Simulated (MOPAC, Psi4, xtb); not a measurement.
Relaxed torsion scan: SMILES COC(=O)c1ccc(C)cc1 (C₉H₁₀O₂). Scanned: dihedral C1–O2–C3–O4; all other coordinates were relaxed at GFN2-xTB. Points at φ and −φ are mirror images. Heavy atoms are numbered in the order of the SMILES COC(=O)c1ccc(C)cc1, hydrogens after them in the order of the atoms that carry them; the mirror image has the same energies with the sign of each dihedral reversed.

Computed with: PM7, restricted, heats of formation // GFN2-xTB (MOPAC); PBE/def2-SVP // GFN2-xTB (Psi4); GFN1-xTB // GFN2-xTB (xtb).

Energies in kJ/mol, each method relative to its own lowest point.

```
φ / °   PM7  PBE/def2-SVP  GFN1-xTB
-----  ----  ------------  --------
-165   34.8          51.7      44.6
-150   38.1          50.8      46.2
-135   39.8          52.4      49.6
-120   39.9          54.0      53.0
-105   39.7          55.0      55.2
-90    37.6          53.4      53.8
-75    32.6          47.3      46.9
-60    25.1          36.6      35.6
-45    16.5          23.8      22.7
-30     8.8          12.2      11.3
-15     2.3           3.6       3.3
0       0.0           0.0       0.0
15      2.3           3.6       3.3
30      8.8          12.2      11.3
45     16.5          23.8      22.7
60     25.1          36.6      35.6
75     32.6          47.3      46.9
90     37.6          53.4      53.8
105    39.7          55.0      55.2
120    39.9          54.0      53.0
135    39.8          52.4      49.6
150    38.1          50.8      46.2
165    34.8          51.7      44.6
180    32.2          55.8      45.4
```
